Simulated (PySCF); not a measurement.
Mapped SMILES: `[CH3:1][c:2]1[cH:3][cH:4][cH:5][cH:6][cH:7]1`; H(Xn) means a hydrogen on atom n.

GIAO shifts from PySCF 2.14 on PBE0-D3(BJ)/def2-TZVP geometries (one conformer, non-relativistic, equivalent nuclei averaged), against TMS at the same level and in the same medium; PCM means IEF-PCM chloroform.

Measured (solution, not stated per compound (mostly CDCl3 or CCl4); Pretsch, Buehlmann, Badertscher, Structure Determination of Organic Compounds, 4th ed. (2009); solution, CDCl3, 298 K; Fulmer et al., Organometallics 2010, 29, 2176; solution, not stated in the table (CDCl3 in this author's series); The use of chemical shift calculations in the conformational analysis of substituted benzenes, New J. Chem. 2019 (ESI)): C1 21.4, C2 137.9, C3/C7 129.1, C4/C6 128.3, C5 125.3, H(C3)/H(C7) 7.18, H(C4)/H(C6) 7.25, H(C5) 7.17, H(C1) 2.35 ppm.

**Question.** Which unscaled values do B97-2/pcSseg-2, gas; WP04/pcSseg-2, PCM; wB97X-D/pcSseg-2, PCM give, and how close are they?

**Answer.** 
```json
{"atoms": "C1", "measured": "21.4", "B97-2/pcSseg-2, gas": "24.5", "WP04/pcSseg-2, PCM": "25.2", "wB97X-D/pcSseg-2, PCM": "24.1"}
{"atoms": "C2", "measured": "137.9", "B97-2/pcSseg-2, gas": "146.0", "WP04/pcSseg-2, PCM": "151.1", "wB97X-D/pcSseg-2, PCM": "153.2"}
{"atoms": "C3/C7", "measured": "129.1", "B97-2/pcSseg-2, gas": "135.7", "WP04/pcSseg-2, PCM": "139.0", "wB97X-D/pcSseg-2, PCM": "141.2"}
{"atoms": "C4/C6", "measured": "128.3", "B97-2/pcSseg-2, gas": "135.1", "WP04/pcSseg-2, PCM": "138.0", "wB97X-D/pcSseg-2, PCM": "140.8"}
{"atoms": "C5", "measured": "125.3", "B97-2/pcSseg-2, gas": "131.8", "WP04/pcSseg-2, PCM": "135.0", "wB97X-D/pcSseg-2, PCM": "137.0"}
{"atoms": "H(C3)/H(C7)", "measured": "7.18", "B97-2/pcSseg-2, gas": "7.47", "WP04/pcSseg-2, PCM": "7.34", "wB97X-D/pcSseg-2, PCM": "7.72"}
{"atoms": "H(C4)/H(C6)", "measured": "7.25", "B97-2/pcSseg-2, gas": "7.53", "WP04/pcSseg-2, PCM": "7.38", "wB97X-D/pcSseg-2, PCM": "7.77"}
{"atoms": "H(C5)", "measured": "7.17", "B97-2/pcSseg-2, gas": "7.42", "WP04/pcSseg-2, PCM": "7.28", "wB97X-D/pcSseg-2, PCM": "7.62"}
{"atoms": "H(C1)", "measured": "2.35", "B97-2/pcSseg-2, gas": "2.45", "WP04/pcSseg-2, PCM": "2.42", "wB97X-D/pcSseg-2, PCM": "2.48"}
```

Mean absolute error for ¹³C: B97-2/pcSseg-2, gas 6.2, WP04/pcSseg-2, PCM 9.3, wB97X-D/pcSseg-2, PCM 10.9 ppm.

Mean absolute error for ¹H: B97-2/pcSseg-2, gas 0.23, WP04/pcSseg-2, PCM 0.12, wB97X-D/pcSseg-2, PCM 0.41 ppm.
